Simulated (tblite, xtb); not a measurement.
ClO2W (SMILES [O]=[W](=[O])[Cl]), doublet, at a GFN2-xTB geometry (such geometries of metal compounds can be far from the true shape) (the multiplicity is a formal guess). Base run: GFN1-xTB run with xtb.

Geometry (Å):
```xyz
4

W      0.1057    -0.1454     0.1163
O      1.6757    -0.5705    -0.3028
O     -0.6388    -0.8555     1.4440
Cl    -0.9480     1.3039    -1.0434
```
Charge 0, spin multiplicity 2.
All else is at xtb's defaults.
Base energy -16.00140 Eh.

Programs used: tblite, xtb; a row that names a program was run with it.

The base run was repeated with changes; each row names its change, and settings that it needs were set with it.

```
change                                                     ΔE vs base (mEh)  dipole (D)  G_solv (kcal/mol)  SCF cycles
---------------------------------------------------------  ----------------  ----------  -----------------  ----------
base                                                                  0.000        3.61                  -           9
alpb = thf                                                           -3.713        3.92              -2.54           9
program = tblite; method = gfn1                                       0.000           -                  -           -
program = tblite; method = gfn1; option = (--etemp, 2000)            -0.817           -                  -           -
etemp = 5000                                                        -10.138        3.34                  -           9
program = tblite; method = gfn1; option = (--guess, eeq)              0.000           -                  -           -
etemp = 3000                                                         -2.911        3.46                  -           9
etemp = 1000                                                         -0.028        3.60                  -           9
alpb = methanol                                                      -4.407        4.03              -3.30           9
```

ALPB and GBSA are two models with their own fitted parameters for each solvent, which aren't always the measured dielectric constant.
